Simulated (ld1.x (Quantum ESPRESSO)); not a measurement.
## aluminium (Al): one change to an ultrasoft potential, before and after

* Element: aluminium (Al)
* Generator: ld1.x (Quantum ESPRESSO) 7.5
* Type: ultrasoft
* Functional: PBE
* Relativity: scalar-relativistic
* Frozen core: [Ne]
* Valence charge: 3
* Reference configuration: 3s2 3p1
* Partial waves: 3s (bound): rcut 1.45, rcutus 1.85 bohr; 3s channel at 1.3 Ry: rcut 1.45, rcutus 1.85 bohr; 3p (bound): rcut 1.75, rcutus 2.40 bohr; 3p channel at 4.55 Ry: rcut 1.75, rcutus 2.40 bohr; 3d channel at 0.15 Ry: rcut 1.75, rcutus 2.15 bohr; 3d channel at 2.35 Ry: rcut 1.75, rcutus 2.15 bohr
* Local potential: all-electron potential smoothed inside 2.25 bohr (lloc = -1)
* Core correction: Bessel-smoothed model core inside 1.50 bohr
* Augmentation charge: PSQ, inside the norm-conserving radii

Change: augmentation built from norm-conserving waves at rcut, not smoothed further.

Cutoffs: the cutoffs (Ry, on a coarse ladder) from which the occupation-weighted sum of valence levels, in a spherical-Bessel basis at the reference potential, stays within 10 and 1 mRy of its value at 400 Ry; they do not see the model core or the augmentation charge, which bear on the density cutoff. Errors are all-electron minus pseudo energies relative to the spin-unpolarised reference configuration.

Task: What does the change do?

Result: Of the 7 tests that both files solve, the error grows in 2 and shrinks in 0 by more than 15 % and 0.3 meV (median size 1.9 → 2.6 meV); the range in which the p phases agree narrows (upper end at the end of the scan → 2.4); neither file shows a bound ghost.

| quantity | base | changed |
| --- | --- | --- |
| cutoffs, loose and tight | 8 Ry, 12 Ry | not determined |
| bound ghosts | none | none |
| error for 3s2 3p0, meV [ΔE 5.76 eV] | +0.5 | +0.5 |
| error for 3s1 3p0, meV [ΔE 24.99 eV] | +1.9 | +7.6 |
| error for 3s2 3p0.5, meV [ΔE 2.09 eV] | 0.0 | -0.3 |
| error for 3s1 3p1, meV [ΔE 11.57 eV] | -6.1 | -8.7 |
| error for 3s2 3p1.3, meV [ΔE -0.57 eV] | +0.1 | -0.1 |
| error for 3s1 3p2, meV [ΔE 5.14 eV] | -2.4 | -2.6 |
| error for 3s0 3p3, meV [ΔE 10.45 eV] | -14 | -14 |
| s: phases at 2.60 bohr within 0.05 rad from the reference energy up to (Ry; the scan ends near 5) | 3.6 | 3.7 |
| p: phases at 2.60 bohr within 0.05 rad from the reference energy up to (Ry; the scan ends near 5) | to the end of the scan | 2.4 |
| d: phases at 2.60 bohr within 0.05 rad from the reference energy up to (Ry; the scan ends near 5) | 4.5 | 4.5 |
| lowest overlap eigenvalue by channel | s 0.47, p 0.77, d 0.97 | s 0.36, p 0.66, d 0.97 |
